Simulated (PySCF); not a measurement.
Give a PBE0-D3(BJ)/def2-SVP geometry of `CCO/C(OC)=C(/CF)C`.

```
atom  x, y, z in Å
C1     3.146   -0.012   -0.708
C2     1.969    0.254    0.194
O3     0.791   -0.187   -0.472
C4    -0.363   -0.064    0.219
O5    -0.390   -0.696    1.418
C6    -0.160   -2.090    1.367
C7    -1.407    0.642   -0.247
C8    -1.342    1.433   -1.513
C9    -2.705    0.644    0.489
F10   -3.728    0.205   -0.333
H11    4.076    0.338   -0.237
H12    3.025    0.508   -1.670
H13    3.243   -1.089   -0.913
H14    1.873    1.332    0.419
H15    2.078   -0.271    1.158
H16   -0.183   -2.456    2.401
H17    0.819   -2.327    0.919
H18   -0.946   -2.596    0.782
H19   -1.536    2.503   -1.321
H20   -2.119    1.090   -2.214
H21   -0.363    1.335   -1.999
H22   -2.658   -0.002    1.377
H23   -2.965    1.670    0.810
```

Any rigid rotation of these coordinates is as good. Atoms count from 1 in this order. The 4 C–O bonds span 1.350 Å (O3–C4, drawn single) to 1.422 Å (C2–O3, drawn single), a spread of 0.072 Å. O3 (ether oxygen) is bent (angle 116.1°). The 4 C–C bonds span 1.344 Å (C4=C7, drawn double) to 1.507 Å (C1–C2, drawn single), a spread of 0.163 Å. O5 (ether oxygen) is bent (angle 115.1°).

Bonds between heavy atoms (Å): C1–C2 1.507, C2–O3 1.422, O3–C4 1.350, C4–O5 1.356, O5–C6 1.413, C4=C7 1.344, C7–C8 1.495, C7–C9 1.491, C9–F10 1.384.

Computed with PySCF 2.14.0, PBE0-D3(BJ)/def2-SVP geometry optimisation, gas phase.

Point group: C1 (no symmetry element, even within 0.4 Å). No frequency check. The numbers are those of one conformer (C1–C2–O3–C4 178°, C2–O3–C4–O5 -57°, O3–C4–O5–C6 -58°, C4–C7–C9–F10 -123°).
